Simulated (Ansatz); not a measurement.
Start from `NB(Cl)[O][GeH3]` and change one atom or group to get `NB(O)Cl`.

Ansatz, PBE0-D4/def2-TZVP geometries, multiplicity 1. Each molecule was computed in one conformer, which needn't be the lowest.

Scalar relativity is left out up to krypton.

```tsv
property	`NB(Cl)[O][GeH3]`
HOMO energy (ωB97M-V/def2-TZVPP) / eV	-10.36
LUMO energy (PBE0/def2-TZVPP) / eV	-0.04
HOMO energy (B3LYP/def2-TZVPP) / eV	-7.75
ideal-gas entropy at 298 K and 1 bar (rigid rotor, harmonic PBE0-D4/def2-TZVP) / J/(mol·K)	372
size of the dipole moment (PBE/def2-TZVPP) / D	3.56
HOMO energy (PBE0/def2-TZVPP) / eV	-8.01
```

(1) What does the change do to each property? (Best estimate.)

Answers

(1) Ansatz gave: 
```
                                                                                  property  `NB(O)Cl`  shift
                                                     HOMO energy (ωB97M-V/def2-TZVPP) / eV     -10.45  -0.09
                                                        LUMO energy (PBE0/def2-TZVPP) / eV       0.79   0.83
                                                       HOMO energy (B3LYP/def2-TZVPP) / eV      -7.83  -0.08
ideal-gas entropy at 298 K and 1 bar (rigid rotor, harmonic PBE0-D4/def2-TZVP) / J/(mol·K)        294    -78
                                            size of the dipole moment (PBE/def2-TZVPP) / D       1.16  -2.40
                                                        HOMO energy (PBE0/def2-TZVPP) / eV      -8.09  -0.08
```

With PBE0 the HOMO falls by 0.08 eV and the LUMO rises by 0.83 eV, so the gap widens by about 0.91 eV. PBE moves the HOMO by -0.05 eV and ωB97M-V by -0.09 eV. The zero-point energy changes by -34.9 kJ/mol with -9 modes. Dipoles are sizes alone; their direction can turn. Modes under 60 cm⁻¹, often nearly free rotors, make the harmonic entropy too high.

B3LYP here is the variant with VWN-RPA as its local correlation; programs differ in this.
